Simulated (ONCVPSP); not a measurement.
Ranking ONCV potentials for platinum (Pt)

All share these settings but for the change named:

Pt, optimised norm-conserving Vanderbilt (ONCV), made with ONCVPSP 4.0.1 (PBEsol, fully relativistic). Core [Kr] 4d10 4f14, reference 5s2 5p6 5d9 6s1. Waves: 5s+6s: rc 1.65 bohr, ncon 4, nbas 8, qcut 7.6 1/bohr, 2 projectors; 5p: rc 1.70 bohr, ncon 4, nbas 7, qcut 8.5 1/bohr, 2 projectors, debl 3.8 Ha; 5d: rc 2.40 bohr, ncon 3, nbas 8, qcut 6.8 1/bohr, 2 projectors, debl 0.9 Ha. Local part: polynomial inside 1.60 bohr (lpopt 5, dvloc0 0 Ha). Core correction: Teter function, parameters optimised by the program.

Open shells are filled in proportion to 2j + 1.

Test errors are all-electron minus pseudo excitation energies from the reference, over 5s2 5p6 5d9 6s0; 5s2 5p6 5d8 6s0; 5s2 5p6 5d7 6s0; 5s2 5p6 5d9.5 6s0.5. None of these files shows a bound ghost.

The base gives 712.9 meV.

Of 7 variants that were run, those that failed, showed a ghost or another fault, or gave nearly equal values are left out.

A variant can come out equal or close to the base, since the largest error may sit in a test that the change hardly touches while other tests move.

**Question.** Rank these variants by their largest absolute test error, smallest first.
A. all radii but the core radius scaled by about 1.32 (s 2.18, p 2.24, d 3.16 bohr); local potential polynomial inside 2.10 bohr (lpopt 5, dvloc0 0 Ha)
B. all radii but the core radius scaled by about 0.87 (s 1.44, p 1.48, d 2.08 bohr); local potential polynomial inside 1.38 bohr (lpopt 5, dvloc0 0 Ha)
C. all radii but the core radius scaled by about 1.15 (s 1.90, p 1.96, d 2.78 bohr); local potential polynomial inside 1.86 bohr (lpopt 5, dvloc0 0 Ha)
D. all radii but the core radius scaled by about 1.08 (s 1.78, p 1.84, d 2.58 bohr); local potential polynomial inside 1.72 bohr (lpopt 5, dvloc0 0 Ha)
E. all radii but the core radius scaled by about 1.24 (s 2.04, p 2.10, d 2.98 bohr); local potential polynomial inside 1.98 bohr (lpopt 5, dvloc0 0 Ha)

**Answer.** A (198.1 meV), E (432.7 meV), C (560.6 meV), D (650.4 meV), B (770.1 meV).
